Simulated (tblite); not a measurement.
C₆H₇N₂PS.
Geometry (GFN2-xTB, Å), atoms numbered from 1 in this order:
```xyz
17
C6H7N2PS angstrom
N     -1.025   -3.079    0.418
C     -1.369   -1.998    0.571
C     -1.772   -0.637    0.732
P     -1.264    0.353   -0.795
N     -1.305    1.877    0.010
C      0.525    0.055   -0.633
C      1.393    0.648    0.323
C      2.662    0.188    0.216
S      2.834   -0.975   -1.041
C      1.173   -0.832   -1.438
H     -2.858   -0.582    0.848
H     -1.279   -0.191    1.600
H     -0.806    2.572   -0.539
H     -2.265    2.200    0.103
H      1.072    1.378    1.045
H      3.518    0.456    0.803
H      0.760   -1.419   -2.234
```

Level: GFN2-xTB in tblite, geometry and Hessian alike; calculated harmonic values, unscaled, isolated species. The method is semi-empirical: single wavenumbers can be off by several per cent or more. One conformer, not necessarily the lowest.

Harmonic wavenumbers (cm⁻¹): 30.0, 37.6, 95.6, 126.7, 162.3, 196.0, 257.3, 277.7, 324.9, 377.2, 408.7, 433.1, 462.4, 563.7, 612.7, 685.4, 743.6, 753.5, 773.0, 803.0, 812.8, 840.9, 865.1, 866.1, 884.7, 923.3, 1003.5, 1045.7, 1073.6, 1089.7, 1140.0, 1160.1, 1336.7, 1375.0, 1440.7, 1480.4, 1525.0, 2398.0, 2939.4, 2944.4, 3131.9, 3161.3, 3162.0, 3351.6, 3374.1.

A = 1454, B = 787.3, C = 598.4 MHz; mass 170.007 u (most abundant isotopes); point group C1, symmetry number 1.

Zero-point energy?

½Σν̃ = 25725 cm⁻¹ = 307.74 kJ/mol.

Entropy at 350 K, 1 bar (ideal gas, RRHO, classical rotation)?

Translation 176.24, rotation 129.73, vibration 167.47: S = 473.4 J/(mol K).

And Cp and H(350 K) − H(0)?

Cp = 195.73 J/(mol K), of which vibrations give 162.47 (their classical limit is 45 R = 374.2); H(350 K) − H(0) = 41.08 kJ/mol without the zero-point energy, 29.44 from vibrations.

Which modes carry the vibrational entropy at 350 K?

30.0 cm⁻¹: 25.72; 37.6 cm⁻¹: 23.85; 95.6 cm⁻¹: 16.13; 126.7 cm⁻¹: 13.83; 162.3 cm⁻¹: 11.83; 196.0 cm⁻¹: 10.33 J/(mol K); the other 39 give 65.78 together.

Blend soft modes into free rotors: weight 1/[1 + (100 cm⁻¹/ν̃)⁴] for the oscillator and the rest for a rotor with moment μB/(μ + B), μ = h/(8π²ν), B = 10⁻⁴⁴ kg m². What vibrational entropy results?

149.85 J/(mol K) in place of 167.47, which changes −T·S at 350 K by +6.17 kJ/mol.

What must be added to the electronic energy to get the Gibbs energy at 350 K and 1 bar?

ZPE + [H(350 K) − H(0)] − T·S = 307.74 + 41.08 − 165.71 = 183.11 kJ/mol.

Hindered rotation and anharmonicity are outside this model. Other conformers, if any are populated, would add a mixing term that is left out. The structure is chiral; the term R ln 2 for an equal mix with its mirror image is left out.
